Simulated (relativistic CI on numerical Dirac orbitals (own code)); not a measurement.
# d1 to d9 in one octahedral field

Computed with a parametric ligand-field model without spin-orbit coupling, by exact diagonalisation: B = 770, C = 3180, 10Dq = 27700 cm⁻¹ (Oh; |10Dq|/B = 36.0) for every shell. Energies in cm⁻¹; the field energy is (0.6 n_e − 0.4 n_t2) × 10Dq of the ground term; g labels are left out.

```
Shell  Ground term  Electrons in e  Field energy  First spin-allowed bands  Lowest term of other spin
   d1          2T2           0.000        -11080                  2E 27700                           
   d2          3T1           0.017        -21692      3T2 25996, 3T1 35842                  1T2 11324
   d3          4A2           0.000        -33240      4T2 27700, 4T1 35959                   2E 15423
   d4          3T1           0.026        -43609       3E 24809, 3T1 25607                    5E 8177
   d5          2T2           0.047        -54109      2A2 23817, 2T1 24090                  4T1 12695
   d6          1A1           0.035        -65522      1T1 25565, 1T2 35924                  3T1 18747
   d7           2E           1.025        -49175      2T1 25379, 2T2 26102                  4T1 12251
   d8          3A2           2.000        -33240      3T2 27700, 3T1 35959                   1E 12394
   d9           2E           3.000        -16620                 2T2 27700
```

Low spin: d4, d5, d6, d7; the other shells keep the spin of the free ion. Only d4 to d7 can choose; the field needed to pair spins is smallest for d6 and largest for d5, which loses most exchange energy. In the strong-field picture 10Dq must exceed about 6B + 5C = 20520 (d4), 7.5B + 5C = 21675 (d5), 2.5B + 4C = 14645 (d6) and 4B + 4C = 15800 (d7); mixing of terms shifts these bounds somewhat.
